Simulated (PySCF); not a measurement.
## Radial density of Hg⁵²⁺ (mercury, charge +52)

UHF, [Ar] 3d10, closed-shell 1S. Calculation: PySCF 2.14, in an uncontracted even-tempered set (16 s from 13 bohr⁻², ratio 2.5; 10 p from 17 bohr⁻², ratio 2.5; 7 d from 17 bohr⁻², ratio 2.5; 4 f from 69 bohr⁻², ratio 2.7; 3 g from 100 bohr⁻², ratio 2.7); no relativity, point nucleus.

```json
{"r (bohr)": "0.000368", "4πr²ρ (e/bohr)": "0.5879"}
{"r (bohr)": "0.000619", "4πr²ρ (e/bohr)": "1.598"}
{"r (bohr)": "0.00104", "4πr²ρ (e/bohr)": "4.225"}
{"r (bohr)": "0.00175", "4πr²ρ (e/bohr)": "10.67"}
{"r (bohr)": "0.00295", "4πr²ρ (e/bohr)": "24.94"}
{"r (bohr)": "0.00496", "4πr²ρ (e/bohr)": "51.24"}
{"r (bohr)": "0.00834", "4πr²ρ (e/bohr)": "85.13"}
{"r (bohr)": "0.0140", "4πr²ρ (e/bohr)": "102.5"}
{"r (bohr)": "0.0236", "4πr²ρ (e/bohr)": "93.10"}
{"r (bohr)": "0.0397", "4πr²ρ (e/bohr)": "116.6"}
{"r (bohr)": "0.0668", "4πr²ρ (e/bohr)": "136.0"}
{"r (bohr)": "0.112", "4πr²ρ (e/bohr)": "108.9"}
{"r (bohr)": "0.189", "4πr²ρ (e/bohr)": "101.4"}
{"r (bohr)": "0.318", "4πr²ρ (e/bohr)": "12.28"}
{"r (bohr)": "0.534", "4πr²ρ (e/bohr)": "0.07584"}
```

A non-relativistic calculation at this Z misses sizeable relativistic shifts. Spin-orbit coupling, which splits the p, d and f shells strongly at this Z, is absent.
